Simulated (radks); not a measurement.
The numbers below are computed, except where a source is named.
The mean radii <r> (bohr) of the occupied orbitals of an atom or ion are listed with their occupations. Code: a radial shooting solver on a logarithmic mesh with Libxc functionals. Model: scalar-relativistic Kohn-Sham, SCAN, spin-unpolarised, spherical densities, finite nucleus; meta-GGA in the generalised Kohn-Sham scheme; Fermi nuclear charge, rms radius of each element as measured or else 0.836 A^(1/3) + 0.57 fm.

orbital  occ.     <r>
1s          2  0.2288
2s          2   1.181
2p          1   1.173
3s          2   4.268

Name the element and its charge.

Answer. Z = 7, nitrogen, charge 0: N in [He] 2s2 2p1 3s2. The 1s radius gives Z: for a bare nucleus <r> = (2 gamma + 1)/(2Z) with gamma = sqrt(1 - (Z/c)^2), 0.2141 bohr for Z = 7, and screening makes it slightly larger (0.2288 here). The occupations add up to 7, and the charge is Z minus that.
